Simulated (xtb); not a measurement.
C7H8, charge -1, doublet, geometry from GFN2-xTB (a state made from the parent by changing its charge; the spin is typed, not shown lowest), atoms displaced at random by about 0.02 Å a coordinate; xtb 6.7.1 with GFN2-xTB with ALPB(acetonitrile).

xtb was given this input:
```
$ xtb mol.xyz --gfn 2 --chrg -1 --uhf 1 --opt --alpb acetonitrile --json

# file mol.xyz
15

C      1.29067977    -0.47355007     0.56187740
C      0.85844376     0.86033087     0.80900586
C     -0.26308897     1.11278785    -0.12770652
C     -1.38325465     0.22923574     0.35850975
C     -1.02607689    -1.06133458     0.19683663
C      0.35445676    -0.99049545    -0.45891540
C      0.21211649     0.29277423    -1.31135629
H      1.79588695    -1.05695070     1.35059191
H      1.06915005     1.42620438     1.69798620
H     -0.52212181     2.21623902    -0.31379656
H     -2.12946782     0.58997041     1.08385009
H     -1.37992532    -1.94952827     0.70138049
H      0.67473491    -1.90576128    -0.99824371
H     -0.58285370     0.17059564    -2.11152568
H      1.11119211     0.63841060    -1.74034193
```

The log (banner, timings and long lists left out):

```
   ID    Z sym.   atoms
    1    6 C      1-7
    2    1 H      8-15

           -------------------------------------------------
          |                Calculation Setup                |
           -------------------------------------------------

           -------------------------------------------------
          |                 G F N 2 - x T B                 |
           -------------------------------------------------

      * Solvation model:               ALPB
        Solvent                        acetonitrile
        Parameter file                 internal GFN2-xTB/ALPB
        Dielectric constant                3.7500E+01
        Reference state                gsolv [1 M gas/solution]
        Free energy shift                  5.1987E-03 Eh       3.2622E+00 kcal/mol
        Temperature                        2.9815E+02 K
        Density                            7.8600E-01 kg/L
        Solvent mass                       4.1050E+01 g/mol
        Interaction kernel             P16
        Born radius scaling (c1)           1.7214E+00
        Born radii integrator          GBOBC
        Born offset                        0.0000E+00 a0       0.0000E+00 AA
        H-bond correction              true
        Ion screening                  false
        Surface tension                    1.0000E-05 Eh       1.5569E+01 dyn/cm
        Grid points                               230 per atom

          ...................................................
          :                      SETUP                      :
          :.................................................:
          :  # basis functions                  36          :
          :  # atomic orbitals                  36          :
          :  # shells                           22          :
          :  # electrons                        37          :
          :  max. iterations                   250          :
          :  Hamiltonian                  GFN2-xTB          :
          :  restarted?                      false          :
          :  GBSA solvation                   true          :
          :  PC potential                    false          :
          :  electronic temp.          300.0000000     K    :
          :  accuracy                    1.0000000          :
          :  -> integral cutoff          0.2500000E+02      :
          :  -> integral neglect         0.1000000E-07      :
          :  -> SCF convergence          0.1000000E-05 Eh   :
          :  -> wf. convergence          0.1000000E-03 e    :
          :  Broyden damping             0.4000000          :
          :  net charge                         -1          :
          :  unpaired electrons                  1          :
          ...................................................

 iter      E             dE          RMSdq      gap      omega  full diag
   1    -19.4217215 -0.194217E+02  0.308E+00    1.73       0.0  T
   2    -19.4694535 -0.477320E-01  0.172E+00    1.68       1.0  T
   3    -19.4690818  0.371652E-03  0.110E+00    1.78       1.0  T
   4    -19.4707493 -0.166749E-02  0.645E-01    1.68       1.0  T
   5    -19.4757278 -0.497847E-02  0.133E-01    1.70       1.0  T
   6    -19.4758285 -0.100723E-03  0.438E-02    1.70       1.0  T
   7    -19.4758410 -0.124977E-04  0.241E-02    1.70       1.1  T
   8    -19.4758427 -0.170288E-05  0.978E-03    1.70       2.6  T
   9    -19.4758433 -0.612716E-06  0.219E-03    1.70      11.8  T
  10    -19.4758434 -0.416263E-07  0.102E-03    1.70      25.3  T
  11    -19.4758434 -0.638760E-09  0.306E-04    1.70      84.3  T
  12    -19.4758434 -0.838646E-09  0.677E-05    1.70     381.5  T

   *** convergence criteria satisfied after 12 iterations ***

         :::::::::::::::::::::::::::::::::::::::::::::::::::::
         ::                     SUMMARY                     ::
         :::::::::::::::::::::::::::::::::::::::::::::::::::::
         :: total energy             -19.185598599644 Eh    ::
[...]
 * total energy  :   -19.1855986 Eh     change       -0.7545964E-11 Eh
 * total energy  :   -19.1921036 Eh     change       -0.6505011E-02 Eh
 * total energy  :   -19.1934278 Eh     change       -0.1324230E-02 Eh
 * total energy  :   -19.1935264 Eh     change       -0.9856185E-04 Eh
 * total energy  :   -19.1935564 Eh     change       -0.2998964E-04 Eh
 * total energy  :   -19.1935596 Eh     change       -0.3231218E-05 Eh
   *** GEOMETRY OPTIMIZATION CONVERGED AFTER 6 ITERATIONS ***
         :: total energy             -19.193559622933 Eh    ::
[...]
       ...                                ...                  ...
        36                          0.6653588              18.1053
      -------------------------------------------------------------
                  HL-Gap            0.0638006 Eh            1.7361 eV
             Fermi-level           -0.1735868 Eh           -4.7235 eV

     #   Z          covCN         q      C6AA      α(0)
     1   6 C        2.983    -0.117    30.949     9.126
     2   6 C        2.983    -0.116    30.945     9.125
     3   6 C        4.052     0.005    20.416     6.418
     4   6 C        2.983    -0.116    30.940     9.124
     5   6 C        2.983    -0.116    30.942     9.125
     6   6 C        4.052     0.005    20.416     6.418
     7   6 C        3.943    -0.042    21.258     6.552
     8   1 H        0.925    -0.088     5.143     3.547
     9   1 H        0.925    -0.087     5.142     3.546
    10   1 H        0.923    -0.057     4.278     3.235
    11   1 H        0.925    -0.087     5.141     3.546
    12   1 H        0.925    -0.087     5.141     3.546
    13   1 H        0.923    -0.057     4.276     3.234
    14   1 H        0.924    -0.019     3.408     2.887
    15   1 H        0.924    -0.019     3.402     2.884

 Mol. C6AA /au·bohr⁶  :       2780.010563
 Mol. C8AA /au·bohr⁸  :      63234.403051
 Mol. α(0) /au        :         82.311792

Wiberg/Mayer (AO) data.
largest (>0.10) Wiberg bond orders for each atom

 ---------------------------------------------------------------------------
     #   Z sym  total        # sym  WBO       # sym  WBO       # sym  WBO
 ---------------------------------------------------------------------------
     1   6 C    3.837 --     2 C    1.606     6 C    0.987     8 H    0.964
                             4 C    0.131     5 C    0.102
     2   6 C    3.838 --     1 C    1.606     3 C    0.987     9 H    0.964
                             5 C    0.131     4 C    0.102
     3   6 C    3.985 --     4 C    0.987     2 C    0.987     7 C    0.979
                            10 H    0.969
     4   6 C    3.838 --     5 C    1.606     3 C    0.987    11 H    0.964
                             1 C    0.131     2 C    0.102
     5   6 C    3.838 --     4 C    1.606     6 C    0.988    12 H    0.964
                             2 C    0.131     1 C    0.102
     6   6 C    3.985 --     5 C    0.988     1 C    0.987     7 C    0.979
                            13 H    0.969
     7   6 C    3.991 --    15 H    0.979     6 C    0.979    14 H    0.979
                             3 C    0.979
     8   1 H    0.992 --     1 C    0.964
     9   1 H    0.992 --     2 C    0.964
    10   1 H    0.997 --     3 C    0.969
    11   1 H    0.992 --     4 C    0.964
    12   1 H    0.992 --     5 C    0.964
    13   1 H    0.997 --     6 C    0.969
    14   1 H    1.000 --     7 C    0.979
    15   1 H    1.000 --     7 C    0.979
 ---------------------------------------------------------------------------

Topologies differ in total number of bonds
Writing topology from bond orders to xtbtopo.mol

molecular dipole:
                 x           y           z       tot (Debye)
 q only:        0.114       0.171      -0.858
   full:        0.073       0.112      -0.567       1.479
molecular quadrupole (traceless):
                xx          xy          yy          xz          yz          zz
 q only:       -1.587      -0.324      -0.216      -0.571      -0.503       1.804
  q+dip:       -4.179      -1.618       1.584      -1.321      -0.492       2.595
   full:       -3.773      -1.305       0.992      -1.224      -0.611       2.781

optimized geometry written to: xtbopt.xyz

           -------------------------------------------------
          | TOTAL ENERGY              -19.193559622933 Eh   |
          | GRADIENT NORM               0.000899480580 Eh/α |
          | HOMO-LUMO GAP               1.736103057457 eV   |
           -------------------------------------------------

normal termination of xtb
```
